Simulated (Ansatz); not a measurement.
`Cl[SiH](Cl)[O][GeH3]` and `Cl[SiH](Cl)I` differ in one atom or group.

Ansatz, PBE0-D4/def2-TZVP geometries, multiplicity 1. Each molecule was computed in one conformer, which needn't be the lowest.

Elements past krypton have def2 core potentials. Scalar relativity is left out up to krypton. Spin–orbit coupling is left out; it splits and shifts lone-pair levels of the heavy atoms by tenths of an eV.

```json
{"property": "LUMO energy (B3LYP/def2-TZVPP) / eV", "`Cl[SiH](Cl)[O][GeH3]`": "-0.46"}
{"property": "HOMO energy (B3LYP/def2-TZVPP) / eV", "`Cl[SiH](Cl)[O][GeH3]`": "-8.69"}
{"property": "size of the dipole moment (B3LYP/def2-TZVPP) / D", "`Cl[SiH](Cl)[O][GeH3]`": "2.01"}
{"property": "HOMO energy (PBE/def2-TZVPP) / eV", "`Cl[SiH](Cl)[O][GeH3]`": "-7.51"}
{"property": "HOMO energy (PBE0/def2-TZVPP) / eV", "`Cl[SiH](Cl)[O][GeH3]`": "-8.98"}
{"property": "size of the dipole moment (PBE/def2-TZVPP) / D", "`Cl[SiH](Cl)[O][GeH3]`": "1.97"}
```

Q: Give the same properties after the change, and the shifts. (Best estimate.)

A: Ansatz gave: 
```tsv
property	`Cl[SiH](Cl)I`	shift
LUMO energy (B3LYP/def2-TZVPP) / eV	-1.34	-0.88
HOMO energy (B3LYP/def2-TZVPP) / eV	-7.87	0.82
size of the dipole moment (B3LYP/def2-TZVPP) / D	0.70	-1.31
HOMO energy (PBE/def2-TZVPP) / eV	-6.97	0.54
HOMO energy (PBE0/def2-TZVPP) / eV	-8.14	0.84
size of the dipole moment (PBE/def2-TZVPP) / D	0.62	-1.35
```

With PBE0 the HOMO rises by 0.84 eV and the LUMO falls by 0.88 eV, so the gap narrows by about 1.72 eV. PBE moves the HOMO by 0.54 eV and ωB97M-V by 0.99 eV. The zero-point energy changes by -72.6 kJ/mol with -12 modes. Dipoles are sizes alone; their direction can turn.

Positive LUMOs are unbound, so they and the gaps depend on the basis.

B3LYP here is the variant with VWN-RPA as its local correlation; programs differ in this.
